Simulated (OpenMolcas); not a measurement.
**Multiconfigurational calculation on Al+**

Input:

```
&GATEWAY
Coord
1

Al 0.0 0.0 0.0
Basis=ANO-RCC
Group=XYZ
NoMove
AngMom=0.0 0.0 0.0
AMFI
&SEWARD
* reference wave functions (RASSCF and RASSI steps not shown): 2 electrons in 9 orbitals (RAS2 3s 3p; RAS3 3d, at most 2 electrons)
>>> COPY JOB001 $Project.JobIph
&CASPT2
Multistate=3 1 2 3
Frozen=1 0
IPEA=0.25
Imaginary=0.1
MaxIter=60
WThr=0.0 0.3 0.05
PrWF=0.5
NoMix
>>> COPY JOB002 $Project.JobIph
&CASPT2
Multistate=7 1 2 3 4 5 6 7
Frozen=1 0
IPEA=0.25
Imaginary=0.1
MaxIter=60
WThr=0.0 0.3 0.05
PrWF=0.5
NoMix
>>> COPY JOB003 $Project.JobIph
&CASPT2
Multistate=3 1 2 3
Frozen=1 0
IPEA=0.25
Imaginary=0.1
MaxIter=60
WThr=0.0 0.3 0.05
PrWF=0.5
NoMix
...
```

Output, cut to the results:

```
--- CASPT2 ---
Orbital specifications:
      -----------------------

      Symmetry species                           1   2
                                                ag  au
      Frozen orbitals                            1   0
      Inactive orbitals                          1   3
      Active orbitals                            6   3
      Secondary orbitals                        44  42
      Deleted orbitals                           0   0
      Number of basis functions                 52  48
Type of calculation                        MS-CASPT2
      Fock operator                              state-specific
      IPEA shift                                 0.25
      Real shift                                 0.00
      Imaginary shift                            0.10
      The input orbitals will be transformed to quasi-canonical
Reference energy:        -241.7256801205
      E2 (Non-variational):      -0.2503387846
      Shift correction:          -0.0000171110
      E2 (Variational):          -0.2503558956
      Total energy:            -241.9760360161
      Residual norm:              0.0000008375
      Reference weight:           0.98541
      Contributions to the CASPT2 correlation energy
      Active & Virtual Only:         -0.0011596479
      One Inactive Excited:          -0.0153648481
      Two Inactive Excited:          -0.2338142886
Reference energy:        -241.7256801205
      E2 (Non-variational):      -0.2503387856
      Shift correction:          -0.0000171110
      E2 (Variational):          -0.2503558965
      Total energy:            -241.9760360170
      Residual norm:              0.0000008375
      Reference weight:           0.98541
      Contributions to the CASPT2 correlation energy
      Active & Virtual Only:         -0.0011596480
      One Inactive Excited:          -0.0153648490
      Two Inactive Excited:          -0.2338142886
::    CASPT2 Root  1     Total energy:   -241.97603602
::    CASPT2 Root  2     Total energy:   -241.97603602
::    CASPT2 Root  3     Total energy:   -241.97603602
::    MS-CASPT2 Root  1     Total energy:   -241.97603602
::    MS-CASPT2 Root  2     Total energy:   -241.97603602
::    MS-CASPT2 Root  3     Total energy:   -241.97603602
--- CASPT2 ---
Orbital specifications:
      -----------------------

      Symmetry species                           1   2
                                                ag  au
      Frozen orbitals                            1   0
      Inactive orbitals                          1   3
      Active orbitals                            6   3
      Secondary orbitals                        44  42
      Deleted orbitals                           0   0
      Number of basis functions                 52  48
Type of calculation                        MS-CASPT2
      Fock operator                              state-specific
      IPEA shift                                 0.25
      Real shift                                 0.00
      Imaginary shift                            0.10
      The input orbitals will be transformed to quasi-canonical
Reference energy:        -242.1426870840
      E2 (Non-variational):      -0.2614274226
      Shift correction:          -0.0000491758
      E2 (Variational):          -0.2614765984
      Total energy:            -242.4041636824
      Residual norm:              0.0000000869
      Reference weight:           0.98111
      Contributions to the CASPT2 correlation energy
      Active & Virtual Only:         -0.0068227129
      One Inactive Excited:          -0.0210448496
      Two Inactive Excited:          -0.2335598602
Reference energy:        -241.7655374552
      E2 (Non-variational):      -0.2496516484
      Shift correction:          -0.0000830055
      E2 (Variational):          -0.2497346540
      Total energy:            -242.0152721092
      Residual norm:              0.0000003245
      Reference weight:           0.98310
      Contributions to the CASPT2 correlation energy
      Active & Virtual Only:         -0.0021113267
      One Inactive Excited:          -0.0127758564
      Two Inactive Excited:          -0.2347644653
::    CASPT2 Root  1     Total energy:   -242.40416368
::    CASPT2 Root  2     Total energy:   -242.01527211
::    CASPT2 Root  3     Total energy:   -242.01527614
::    CASPT2 Root  4     Total energy:   -242.01527465
::    CASPT2 Root  5     Total energy:   -242.01528487
::    CASPT2 Root  6     Total energy:   -242.01527847
::    CASPT2 Root  7     Total energy:   -241.90023593
::    MS-CASPT2 Root  1     Total energy:   -242.40475877
::    MS-CASPT2 Root  2     Total energy:   -242.01536158
::    MS-CASPT2 Root  3     Total energy:   -242.01533230
::    MS-CASPT2 Root  4     Total energy:   -242.01528215
::    MS-CASPT2 Root  5     Total energy:   -242.01525492
::    MS-CASPT2 Root  6     Total energy:   -242.01515529
::    MS-CASPT2 Root  7     Total energy:   -241.89964085
--- CASPT2 ---
Orbital specifications:
      -----------------------

      Symmetry species                           1   2
                                                ag  au
      Frozen orbitals                            1   0
      Inactive orbitals                          1   3
      Active orbitals                            6   3
      Secondary orbitals                        44  42
      Deleted orbitals                           0   0
      Number of basis functions                 52  48
Type of calculation                        MS-CASPT2
      Fock operator                              state-specific
      IPEA shift                                 0.25
      Real shift                                 0.00
      Imaginary shift                            0.10
      The input orbitals will be transformed to quasi-canonical
Reference energy:        -241.9828294396
      E2 (Non-variational):      -0.2516567501
      Shift correction:          -0.0000174569
      E2 (Variational):          -0.2516742070
...
```

Levels above the lowest, from the spin-orbit matrix with the multistate effective Hamiltonian, averaged by term, added to it:

```
Configuration  Term  J  E (cm⁻¹)  Measured (cm⁻¹)      g  Term weight %
          3s²    ¹S  0       0.0              0.0                   100
        3s 3p   ³P°  0     37270            37393                   100
        3s 3p   ³P°  1     37320            37454  1.501            100
        3s 3p   ³P°  2     37420            37578  1.501            100
        3s 3p   ¹P°  1     59870            59852  1.000            100
          3p²    ¹D  2     85480            85481  1.000            100
```

Against the 5 measured excited levels shown (NIST Handbook of Basic Atomic Spectroscopic Data) the mean absolute deviation is 88 cm-1; the largest miss in energy is 3s 3p ³P°₂: computed 37420, measured 37578 cm⁻¹ (-0.4 %).

Term energies are means over components that CASPT2 splits; among the terms shown or strongly mixed into the levels shown the widest spread is 45 cm-1 (3p² ¹D). Configurations are named by rounded mean occupations; where the s occupation lies near a half they are strongly mixed, a name can repeat and a true partner stay unpaired. Some terms take much of their weight from 3d, a shell meant for correlation, so their names are nominal. Some terms mix strongly with configurations of 3d, whose occupation reaches 0.41 (3p² ¹D). Computed and measured levels are paired by configuration, term and J; levels that our copy of the source lacks, or whose pairing is in doubt (as where it misses far off the trend of its configuration), stay unpaired and out of the deviations. Only configurations of the active space appear. The first state left out of the spin-orbit step lies near 110000 cm-1 above the lowest spin-free state of the reference (among the parities and spins computed), and the list stops at four fifths of that energy or lower.

The term weight is that of the spin-free term in the level, not the purity of its configuration. ° marks odd parity.
